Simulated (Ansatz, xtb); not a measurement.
## Isomers of C5H6O2 in order of energy

6 gas-phase structures of C5H6O2, from a drawn sample of its isomers (lower ones may exist). Each was relaxed with GFN2-xTB:

A. `OC1=CC=C[C@@H]1O`, a singlet
B. `OC1=C(O)CC=C1`, a singlet
C. `OC1=C[C@@H](O)C=C1`, a singlet
D. `OC1=CC=C(O)C1`, a singlet
E. `OC1(O)C=CC=C1`, a singlet
F. `OC1=CCC(O)=C1`, a singlet

Task: Make a reasoned guess at their ranking by r2SCAN-D4/def2-SVP single-point energy.

Result: Calculated order at r2SCAN-D4/def2-SVP: F (0.0), D (2.8), B (3.5), A (8.2), C (10.8), E (11.4) kcal/mol. Less than 1 kcal/mol parts D and B; C and E, so the order within those pairs means little.

Energies above the lowest of each column, in kcal/mol; the last columns are at B3LYP/def2-SVP geometries and were run for some of them only (a dash: not run or not comparable):

```csv
structure,GFN2-xTB,HF/STO-3G,r2SCAN-D4/def2-SVP,B3LYP/def2-SVP,CCSD(T)/def2-SVP + ΔMP2/def2-TZVPP
F,0.0,0.0,0.0,0.0,0.0
D,1.0,0.8,2.8,2.6,2.4
B,1.8,2.5,3.5,3.2,2.2
A,10.2,9.4,8.2,7.1,5.0
C,11.9,11.0,10.8,9.8,6.1
E,14.7,11.6,11.4,–,–
```

Every level run on F puts it lowest or level with the lowest. CCSD(T)/def2-SVP + ΔMP2/def2-TZVPP orders those it was run on as F (0.0), B (2.2), D (2.4), A (5.0), C (6.1) kcal/mol. Less than 1 kcal/mol parts B and D, so the order within that pair means little. Some further structures that were screened fall inside this span and aren't listed. Flexible structures stand in one conformer each, not always the lowest. Frequencies (GFN2-xTB) were run for A, B, C, D, F alone. ΔMP2 is the change of the MP2 energy from the smaller to the larger basis.

Over these structures GFN2-xTB departs from r2SCAN-D4/def2-SVP by 1.7 kcal/mol on average once a common shift is removed. A GFN2-xTB relaxation took about 0.058 s and the r2SCAN-D4/def2-SVP energy about 1.4 s on a shared host (Ansatz 0.2.0, xtb 6.7.1).
